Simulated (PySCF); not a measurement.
# Frontier orbitals and the lowest excitations

Compound: Ga(NH3)H3.
Z-matrix (Å and degrees, PBE0-D3(BJ)/def2-SVP geometry), rows numbered from 1:
```
Ga
N   1  2.1504
H   2  1.0197  1  111.22
H   2  1.0197  1  111.20  3  -120.03
H   2  1.0197  1  111.15  3   119.99
H   1  1.5833  2   98.31  3   179.27
H   1  1.5832  2   98.41  3    59.25
H   1  1.5832  2   98.38  3   -60.73
```

Computed, not measured: TDDFT PBE0/def2-SVPD, vertical, gas phase, core orbitals frozen in the response in PySCF 2.14.0, density-fitted response routines. Relativistic effects, spin–orbit coupling among them, are left out although an element past zinc is present.

Kohn–Sham orbitals with the atoms that hold most of them (Löwdin shares over 4%, at most four atoms; ? is withheld):

```csv
orbital,ε (eV),atoms
HOMO-3,-12.74,"N2 33%, Ga1 27%, H6 9%, H7 9%"
HOMO-2,-9.55,"N2 37%, Ga1 28%, H7 9%, H8 9%"
HOMO-1,-7.47,"Ga1 41%, H6 34%, H7 17%, H8 5%"
HOMO,-7.46,"Ga1 41%, H8 32%, H7 20%"
LUMO,?,?
LUMO+1,0.94,"Ga1 70%, H7 7%, H8 7%, H6 7%"
LUMO+2,1.53,"Ga1 50%, H6 9%, H7 9%, H8 9%"
```

(1) Which atoms hold the LUMO, and with what shares?

(2) What is the LUMO energy, and the HOMO–LUMO gap?

Answers

(1) Ga1 (bonded to N and 3 H) 32%; N2 (bonded to Ga and 3 H) 16%; H3 (bonded to N) 14%; H4 (bonded to N) 13%. By element: gallium 32%, hydrogen 27% or more, nitrogen 16%.

(2) ε(LUMO) = -0.42 eV; the gap is 7.04 eV (0.2588 hartree).

Within 0.005 eV of a neighbour in this list lie HOMO-1/HOMO (point group found: C3v); within a degenerate set the shares of single atoms can hang on how the components are chosen.

Question: The HOMO–LUMO gap is 7.04 eV. Where does the response calculation put the lowest singlet, and from which orbitals?

Answer: S1 is at 5.94 eV (f = 0.017), 1.11 eV below the gap, made of HOMO-1/HOMO→LUMO (98%). S1/S2 lie within about 0.01 eV of each other. Without the coupling terms of the response equations the lowest excitation would equal the gap.

Next come S2 at 5.94 eV (f 0.017), HOMO-1/HOMO→LUMO (98%); S3 at 7.23 eV (f 0.070), HOMO-1/HOMO→LUMO+1 (≥96%); S4 at 7.23 eV (f 0.070), HOMO-1/HOMO→LUMO+1 (≥96%); S5 at 7.75 eV (f 0.0000), HOMO-1/HOMO→LUMO+3 (≥42%), HOMO-1/HOMO→LUMO+4 (≥42%).

Orbitals of the list HOMO-3 to LUMO+2 that lie within 0.01 eV of each other are written together with a slash and their weights summed (≥ marks a lower bound); for degenerate orbitals outside that list single weights are arbitrary.
